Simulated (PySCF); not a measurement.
Bonding in `CNC(=O)CC1CC1`

Compound: C6H11NO.
Numbering: `[CH3:1][NH:2][C:3](=[O:4])[CH2:5][CH:6]1[CH2:7][CH2:8]1` (hydrogens: H9, H10, H11 on C1; H12 on N2; H13, H14 on C5; H15 on C6; H16, H17 on C7; H18, H19 on C8)

Geometry (GFN2-xTB, Å), atoms numbered from 1 in this order:
```
atom  x, y, z in Å
C1     2.7851   -0.8050    0.6911
N2     1.4842   -0.2845    0.3528
C3     1.1145   -0.0118   -0.9173
O4     1.8516   -0.1614   -1.8686
C5    -0.3042    0.5305   -1.0529
C6    -1.3118   -0.1679   -0.1705
C7    -2.6450    0.4702    0.0787
C8    -1.6432    0.3744    1.1901
H9     3.3166   -0.1188    1.3538
H10    3.3431   -0.9138   -0.2376
H11    2.6985   -1.7782    1.1787
H12    0.8187   -0.1544    1.0977
H13   -0.5870    0.4301   -2.1034
H14   -0.2772    1.5978   -0.8173
H15   -1.3051   -1.2466   -0.2775
H16   -2.8304    1.4416   -0.3534
H17   -3.5197   -0.1601    0.1186
H18   -1.8356   -0.3204    1.9946
H19   -1.1630    1.2878    1.5114
```

Bond orders from the PBE0/pcSseg-1 density (PySCF). One conformer (not necessarily the lowest) at the GFN2-xTB geometry, without solvent, vibrations or thermal averaging.

Task: Where do the orders between heavy atoms depart from those drawn in the SMILES?

Result: The largest departure is 0.150, at N2–C3 (drawn single, 1.150). Drawn single, order above 1.12: N2–C3 (1.150).

Task: Set the Mayer orders of the bonds beside their lengths.

Result: 
```
  bond  drawn as  length (Å)  Mayer order
 C1–N2    single       1.441        0.945
 N2–C3    single       1.351        1.150
 C3–O4    double       1.213        1.913
 C3–C5    single       1.525        0.984
 C5–C6    single       1.510        0.996
 C6–C7    single       1.499        0.960
 C7–C8    single       1.499        0.979
 C8–C6    single       1.502        0.934
 C1–H9    single       1.092        0.969
C1–H10    single       1.089        0.953
C1–H11    single       1.092        0.969
N2–H12    single       1.007        0.915
C5–H13    single       1.092        0.938
C5–H14    single       1.093        0.924
C6–H15    single       1.084        0.955
C7–H16    single       1.079        0.956
C7–H17    single       1.079        0.957
C8–H18    single       1.080        0.955
C8–H19    single       1.081        0.951
```

By pair of heavy elements: C–N: lowest C1–N2 (0.945, 1.441 Å), highest N2–C3 (1.150, 1.351 Å). C–C: lowest C8–C6 (0.934, 1.502 Å), highest C5–C6 (0.996, 1.510 Å); in 4 of the 10 pairs the longer bond (by over 0.003 Å) has the higher order (by 0.02 or more).

Task: Sum the orders of all bonds at each heavy atom with more than one neighbour and set the sums beside the valence in the SMILES.

Result: C1 3.836 (drawn 4), N2 3.010 (drawn 3), C3 4.047 (drawn 4), C5 3.842 (drawn 4), C6 3.845 (drawn 4), C7 3.852 (drawn 4), C8 3.819 (drawn 4). Orders between atoms that aren't bonded are not in these sums.

The Mayer order sums products of elements of PS (density times overlap matrix) between the two atoms' basis functions, so it depends on the basis set.

The run behind these numbers computed NMR shieldings as well. The run took 2.3 min wall, 84 s CPU on one thread of an Intel Xeon at 2.50 GHz, no GPU, shared host with 64 logical CPUs at a one-minute load of 58, and the process peaked at 0.86 GiB of memory.
